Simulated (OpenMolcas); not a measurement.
**Ho2+: from CASSCF to CASPT2**

```
Program             : OpenMolcas 26.06
Basis               : ANO-RCC-VDZP [7s6p4d2f1g]
Scalar Hamiltonian  : DKH2, point nucleus
Active space        : 11 electrons in 7 orbitals (4f)
State averaging     : 2S+1 = 4 odd, 35 roots; 2S+1 = 2 odd, 112 roots (96 in the spin-orbit step)
Spin-orbit coupling : state interaction with AMFI integrals over the reference wave functions, term energies averaged over their components
```

Methods on the same reference wave functions:
A. CASSCF
B. SS-CASPT2, IPEA 0.25 Eh, imaginary shift 0.1 Eh (closed shells correlated: 5s 5p)
C. MS-CASPT2, IPEA 0.25 Eh, imaginary shift 0.1 Eh (closed shells correlated: 5s 5p)

Energies in cm⁻¹ above 4f¹¹ ⁴I°_15/2, the measured ground level; measured values from Martin, Zalubas and Hagan, Atomic Energy Levels: The Rare-Earth Elements, NSRDS-NBS 60 (1978); whole-number values converted from NIST levels in rydberg listed in Nahar, Atoms 12, 24 (2024).

| Level | A | B | C | Measured |
| --- | --- | --- | --- | --- |
| 4f¹¹ ⁴I°_15/2 | 0.0 | 0.0 | 0.0 | 0.0 |
| 4f¹¹ ⁴I°_13/2 | 5514 | 5540 | 5540 | 5439 |
| 4f¹¹ ⁴I°_11/2 | 9050 | 8880 | 8880 | 8644 |
| 4f¹¹ ⁴I°_9/2 [72 %] | 11573 | 11150 | 11150 | 10770 |
| 4f¹¹ ⁴F°_9/2 [65 %] | 17431 | 15110 | 15110 | 13330 |
| 4f¹¹ ²H°_11/2(1) [71 %] | 20398 | 18540 | 18540 | 16891 |
| 4f¹¹ ⁴S°_3/2 [75 %] | 21494 | 18610 | 18600 |  |
| 4f¹¹ ⁴F°_7/2 | 22683 | 20070 | 20070 | 17867 |
| 4f¹¹ ⁴F°_5/2 | 24524 | 21770 | 21780 | 19375 |
| 4f¹¹ ⁴F°_3/2 [68 %] | 24847 | 22040 | 22040 |  |
| 4f¹¹ ²K°_15/2 | 29140 | 27450 | 27450 |  |
| 4f¹¹ ⁴G°_11/2 | 29772 | 26570 | 26570 |  |
| 4f¹¹ ²G°_7/2 [70 %] | 29941 | 27300 | 27300 |  |
| 4f¹¹ ²K°_13/2 | 33867 | 32090 | 32090 |  |
| 4f¹¹ ⁴G°_7/2 | 36537 | 33290 | 33290 |  |
| 4f¹¹ ²P°_1/2 | 36637 | 32660 | 32660 |  |
| 4f¹¹ ⁴G°_5/2 | 37210 | 33640 | 33640 |  |
| 4f¹¹ ²D°_5/2(1) | 37930 | 34390 | 34390 |  |
| 4f¹¹ ²I°_11/2 [72 %] | 45734 | 41890 | 41890 |  |
| 4f¹¹ ⁴D°_5/2 [53 %] | 45790 | 40320 | 40320 |  |
| 4f¹¹ ²L°_17/2 | 46012 | 43250 | 43250 |  |
| 4f¹¹ ²I°_13/2 | 47230 | 43710 | 43710 |  |
| 4f¹¹ ⁴D°_7/2 | 47468 | 41970 | 41970 |  |
| 4f¹¹ ⁴D°_3/2 [73 %] | 49867 | 44400 | 44400 |  |

Deviations, from unrounded energies. A percentage is the sum of absolute deviations over the sum of measured energies, with the sign that they share, or ± where signs differ.

```json
{"Against measurement": "mean absolute deviation (cm-1)", "Levels": "7", "A": "2700", "B": "1200", "C": "1200"}
{"Against measurement": "fine structure of the ground term (%)", "Levels": "3", "A": "+5.2", "B": "+2.9", "C": "+2.9"}
{"Against measurement": "other terms of the ground configuration (%)", "Levels": "4", "A": "+26.0", "B": "+11.9", "C": "+11.9"}
```

B, C lie about equally close to measurement and A furthest from it. The largest miss of B in the table is 4f¹¹ ⁴F°_5/2, by +2400 cm-1. The ranking rests on the paired levels alone, and a cruder setting can come out closer through cancelling errors.

Between B and C the level of the table that moves most is 4f¹¹ ⁴S°_3/2 [75 %], by 14 cm-1 (lowest in C, highest in B). Moves below CASPT2's spread within the term are not significant.

The two smallest mean deviations differ by little beside CASPT2's spread within terms, so their order carries little weight.

From A to B the spin-free energies of the other terms of 4f¹¹ shown, above ⁴I°, scale by factors of 0.84 to 0.93, as is usual when dynamic correlation screens the repulsion within a d or f shell.

The lowest spin-free term lies below A's lowest term by 0.800 hartree in B, 0.800 hartree in C.

CASPT2 breaks the degeneracy within a term, and the mean is taken; among the terms shown or strongly mixed into the levels shown the widest spread is 1300 cm-1 (4f¹¹ ²L°, B). High states are left out of the spin-orbit mixing, which shifts the levels that they would mix with. Some levels mix across a computed gap that differs much from the measured one, so their mixing is not that of the real levels. The CASPT2 spread within a term exceeds the gap to the next term for 4f¹¹ ⁴G° and 4f¹¹ ²K°, 4f¹¹ ⁴D° and 4f¹¹ ²L°, 4f¹¹ ²H°(2) and 4f¹¹ ²D°(2), so the order of their levels is uncertain (figures for B; the like holds for C). Without dynamic correlation excited terms often stand tens of per cent too high (terms of higher spin than the ground term too low), and those without a measured partner can miss by more than the paired ones (holds for A). Blocks of more than 70 roots (2S+1 = 2 odd) ran without multistate coupling (holds for C). Measured partners are found by configuration, term and J. A level has none where our copy of the source lacks it or the pairing is in doubt (some pairs that miss far off the trend of their configuration count as doubtful), and it then counts in no deviation. Levels of configurations outside the active space are missing. The table leaves out levels that lie high or whose names do not pair safely across all columns.

A share in square brackets marks a mixed level and gives the weight of the term that names it, the lowest over the columns. A number in round brackets counts repeated terms of one configuration in the order of the reference energies. ° marks odd parity.
